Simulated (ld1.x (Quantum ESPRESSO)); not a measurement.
Before and after: TM semilocal potential for thallium (Tl)

ld1.x (Quantum ESPRESSO) 7.5 input, shortened:

```
&input
   title='Tl', zed=81., rel=0, dft='PZ', iswitch=3,
   config='[Xe] 4f14 5d10 6s2 6p0 6d-2'
 /
 &inputp
   pseudotype=1, tm=.true., lloc=1,
   nlcc=.true., new_core_ps=.true., rcore=2.15
 /
3
6S  1  0   2.00   0.00  2.45  2.45  0.0
6D  3  2  -2.00   0.10  3.30  3.30  0.0
6P  2  1   0.00   0.00  3.00  3.00  0.0
 &test
   configts(1)='6s2 6p0'
 /
```

All-electron outer shells of the reference configuration (LDA (PZ), non-relativistic, ld1.x):

```
shell  level (eV)  outermost node (bohr)  outermost maximum (bohr)
   6s      -14.23                   1.16                      2.29
   6p       -8.53                   1.28                      2.77
```

Change: all radii but the core radius scaled by about 0.96 (s 2.34, p 2.88, d 3.16 bohr).

Cutoffs: the cutoffs (Ry, on a coarse ladder) from which the occupation-weighted sum of valence levels, in a spherical-Bessel basis at the reference potential, stays within 10 and 1 mRy of its value at 400 Ry; they do not see the model core or the augmentation charge, which bear on the density cutoff. Errors are all-electron minus pseudo energies relative to the spin-unpolarised reference configuration.

Q: How do hardness, ghosts and transferability respond?

A: The potential gets neither clearly harder nor softer (15 Ry and 21 Ry → 15 Ry and 21 Ry); the errors of the 9 common tests hardly move; neither file shows a bound ghost. A semilocal file is local in each channel, so a ghost entry of none says nothing of the separable form that plane-wave codes build from it.

```tsv
quantity	base	changed
cutoff, loose	15 Ry	15 Ry
cutoff, tight	21 Ry	21 Ry
bound ghosts	none	none
error for 6s2 6p1, meV [ΔE -5.56 eV]	-13	-13
error for 6s1 6p0, meV [ΔE 18.25 eV]	-101	-100
error for 6s2 6p0.5, meV [ΔE -3.50 eV]	-4.9	-4.9
error for 6s1 6p1, meV [ΔE 5.75 eV]	-14	-14
error for 6s0 6p3, meV [ΔE 4.87 eV]	-24	-26
error for 6s2 6p1.3, meV [ΔE -6.17 eV]	-17	-17
error for 6s1 6p2, meV [ΔE -0.45 eV]	-4.5	-5.0
error for 6s2 6p1 (spin-polarised), meV [ΔE -5.67 eV]	-14	-14
error for 6s1 6p0 (spin-polarised), meV [ΔE 18.06 eV]	-110	-109
```
